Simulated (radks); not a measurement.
The numbers below are computed, except where a source is named.
Question: Ionisation of Ta42+, [Ar] 3d10 4s2 4p1, to Ta43+, [Ar] 3d10 4s2, under several functionals. Scalar-relativistic Kohn-Sham, spin-polarised, spherical densities, finite nucleus; open shells are filled with parallel spins first (spin-orbit coupling, left out, can overturn this in heavy ions); a radial shooting solver on a logarithmic mesh with Libxc functionals. Known Delta-SCF values: BP86 2052.1 eV. What does LDA (Slater exchange, Perdew-Zunger correlation) give, and what is its highest occupied eigenvalue?

Answer: 2052.8 eV by Delta-SCF; the 4p eigenvalue is -2027.2 eV. NIST: 2113 eV (theoretical).
